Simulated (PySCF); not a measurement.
Can point charges reproduce the dipole moment of `O=C([SiH2]O)C(F)(F)F`?

Coordinates (GFN2-xTB, Å) and charges (e) from the PBE0/pcSseg-1 density (PySCF):

```csv
atom,x,y,z,Mulliken,IAO,Hirshfeld,ESP-fitted
O1,0.184,-1.244,-1.207,-0.3065,-0.3366,-0.1864,-0.3491
C2,-0.156,-0.438,-0.381,-0.0963,+0.0730,+0.0551,+0.1328
Si3,1.073,0.468,0.793,+0.8502,+0.9868,+0.4026,+0.7385
O4,2.530,-0.090,0.392,-0.5439,-0.7937,-0.3031,-0.6588
C5,-1.645,-0.080,-0.216,+0.8093,+0.7617,+0.2448,+0.6788
F6,-1.829,1.237,-0.410,-0.2687,-0.2772,-0.0880,-0.2433
F7,-2.047,-0.340,1.041,-0.2687,-0.2772,-0.0879,-0.2436
F8,-2.470,-0.723,-1.040,-0.2462,-0.2577,-0.0844,-0.1974
H9,0.723,0.072,2.150,-0.0958,-0.1298,-0.0679,-0.1361
H10,0.972,1.889,0.496,-0.0954,-0.1291,-0.0675,-0.1347
H11,2.671,-0.747,-0.289,+0.2619,+0.3797,+0.1828,+0.4130
```

Task: Form Σ q r in debye for every column and set it beside the full dipole.

Result: The full density gives (1.09, 0.39, 0.62) D, 1.31 D in size; dipole vectors point from the negative to the positive end.

```csv
scheme,μx,μy,μz,size (D),share of the full size (%),angle to the full dipole (°)
Mulliken,1.68,1.73,2.16,3.24,247,25
IAO,1.11,1.25,1.56,2.29,174,28
Hirshfeld,0.68,0.56,0.73,1.15,87,20
ESP-fitted,1.10,0.38,0.60,1.31,100,1
```

Task: Which set comes closest?

Result: Length of the difference vector: ESP-fitted 0.02 D, Hirshfeld 0.46 D, IAO 1.28 D, Mulliken 2.13 D. Closest: ESP-fitted. ESP charges are fitted to the potential around the molecule, whose slowest-falling term is the dipole's. The schemes that divide the density aren't constrained to reproduce the dipole.

Task: What is left for the Hirshfeld atoms' own dipoles?

Result: The Hirshfeld atoms' densities add up to the full density, so μ = Σ q r + Σ (atomic dipoles). The atomic dipoles sum to (1.09, 0.39, 0.62) − (0.68, 0.56, 0.73) = (0.41, -0.17, -0.11) D, 0.46 D in size.

Task: With the origin at the mean of the coordinates, (0.000, 0.000, 0.121) Å, which are the largest single terms, by size, of the Mulliken dipole along the direction of the full one?

Result: C5 -6.03, O4 -5.76, Si3 +5.50, F8 +3.33, H11 +2.27 D; all 11 atoms together +2.93 D. The single terms depend on the origin, their sum doesn't.

Task: Give the size of the full dipole in other units.

Result: 1.31 D = 0.516 au = 0.273 e·Å = 4.38 × 10⁻³⁰ C·m.

Geometry: GFN2-xTB, one conformer, isolated molecule.

The values belong to the conformer `[O:1]=[C:2]([SiH2:3][OH:4])[C:5]([F:6])([F:7])[F:8]`: O1–C2–Si3–O4 0°, O1–C2–C5–F6 -121°, H–O4–Si3–C2 -1°.
